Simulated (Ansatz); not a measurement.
`OCB[SiH3]` + `N=C=CN` → `N=C=CNB[SiH3]` + CH₃OH  (ligand exchange at a B–C bond)

Gas-phase electronic energies from Ansatz, PBE0-D4/def2-TZVP geometries. CCSD(T)/CBS is the MP2 limit (def2-TZVPP, def2-QZVPP) plus CCSD(T) − MP2 in def2-TZVPP, frozen cores. This one scheme is used for every species. DFT in def2-TZVPP. B3LYP here is the variant with VWN-RPA as its local correlation; programs differ in this. Each species was taken in one conformer, which may not be the lowest.

`OCB[SiH3]`:

Cartesian coordinates in Å:
```
O -1.011 -0.218 2.264
C -0.336 -0.518 1.063
B -0.243 0.657 0.060
Si 0.681 0.425 -1.717
H -1.018 -1.000 2.821
H -0.805 -1.363 0.522
H 0.699 -0.868 1.243
H -0.724 1.718 0.335
H 1.247 -0.938 -1.926
H 1.794 1.409 -1.841
H -0.283 0.696 -2.823
```

`N=C=CN`:

Cartesian coordinates in Å:
```
N 1.272 -1.014 -1.341
C 0.519 -0.255 -0.740
C -0.359 0.507 -0.138
N -0.793 0.361 1.204
H 2.265 -0.809 -1.215
H -0.715 1.383 -0.668
H -1.801 0.279 1.254
H -0.387 -0.453 1.644
```

`N=C=CNB[SiH3]`:

Cartesian coordinates in Å:
```
N 0.119 1.319 -3.521
C 0.414 1.156 -2.346
C 0.620 1.092 -1.052
N 0.011 0.160 -0.197
B 0.250 0.016 1.167
Si -0.749 -1.375 2.218
H 0.686 0.796 -4.190
H 1.321 1.779 -0.596
H -0.669 -0.432 -0.653
H 1.062 0.750 1.658
H 0.179 -2.352 2.856
H -1.558 -0.763 3.311
H -1.686 -2.147 1.346
```

CH₃OH:

Z-matrix (Å, degrees):
```
C
O 1 1.409
H 1 1.097 2 112.4
H 1 1.090 2 107.0 3 -118.5
H 1 1.097 2 112.4 3 123.0
H 2 0.959 1 108.5 3 -61.6
```

```tsv
level	ΔE (kcal/mol)	difference from CCSD(T)/CBS
PBE-D4	-37.7	0.2
r2SCAN-D4	-37.8	0.1
PBE0-D4	-37.3	0.6
B3LYP-D4	-38.3	-0.4
ωB97X-V	-36.3	1.6
ωB97M-V	-36.8	1.1
B2PLYP	-38.6	-0.7
PBE	-37.5	0.4
r2SCAN	-37.7	0.2
PBE0	-37.1	0.8
B3LYP	-38.0	-0.1
HF/def2-TZVPP	-35.8	2.1
MP2/def2-TZVPP	-39.2	-1.3
SCS-MP2/def2-TZVPP	-38.8	-0.9
CCSD/def2-TZVPP	-37.5	0.4
CCSD(T)/def2-TZVPP	-38.3	-0.4
HF/def2-QZVPP	-35.9	2.0
MP2/def2-QZVPP	-39.0	-1.1
SCS-MP2/def2-QZVPP	-38.5	-0.6
HF/CBS(def2)	-35.9	2.0
MP2/CBS(def2)	-38.8	-0.9
CCSD/CBS(def2)	-37.1	0.8
CCSD(T)/CBS	-37.9	0
```

Largest T1 diagnostic among the species: 0.016.

In def2-TZVPP, CCSD(T) changes the Hartree–Fock value by −2.5 kcal/mol (the triples alone add −0.8 kcal/mol) and MP2 by −3.4 kcal/mol.
